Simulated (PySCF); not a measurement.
Compound: C3H8B2.
SMILES with atom numbers: `[BH2:1][CH:2]([BH2:3])[CH:4]=[CH2:5]` (hydrogens: H6, H7 on B1; H8 on C2; H9, H10 on B3; H11 on C4; H12, H13 on C5)

Structure used (GFN2-xTB), in Å, numbered top down from 1:
```
atom  x, y, z in Å
B1    -0.6852    1.3982   -0.6916
C2    -0.3978   -0.0234   -0.0816
B3    -1.4630   -0.1261    1.0715
C4     1.0105   -0.2127    0.3761
C5     1.8154   -1.1527   -0.0858
H6    -0.0011    2.3061   -0.4195
H7    -1.5918    1.5467   -1.4142
H8    -0.6493   -0.7706   -0.8417
H9    -1.1508    0.0617    2.1824
H10   -2.5735   -0.3852    0.8149
H11    1.3582    0.4785    1.1315
H12    2.8272   -1.2634    0.2648
H13    1.4970   -1.8567   -0.8387
```

The closed-shell ground state was solved at several levels (PySCF, density fitting, gas phase, non-relativistic).

```csv
level,basis functions,total energy (Eh),HOMO (eV),LUMO (eV),gap (eV),dipole (D)
CAM-B3LYP/def2-SVPD,164,-168.5260,-8.50,-1.33,7.17,0.25
PBE0/pcSseg-1,125,-168.5073,-7.15,-2.44,4.71,0.24
```

(1) Estimate the row for B3LYP/pcJ-1, a basis of 215 functions; the other rows only guide the guess.

(2) Over all these levels, which gives the widest orbital gap and which the narrowest?

(3) How far do the dipole and the HOMO energy spread over the levels?

Results:

(1) Total energy -168.7852 Eh, HOMO -6.91 eV, LUMO -2.65 eV, gap 4.26 eV, dipole 0.22 D.

(2) CAM-B3LYP/def2-SVPD (range-separated hybrid) has the widest, 7.17 eV, and B3LYP/pcJ-1 (global hybrid, 20 % exact exchange) the narrowest, 4.26 eV. Functional and basis both differ between the two, so the spread mixes both effects.

(3) The dipole runs from 0.22 to 0.25 D (mean 0.23 D) and the HOMO from -8.50 to -6.91 eV.

One conformer stands for the species.
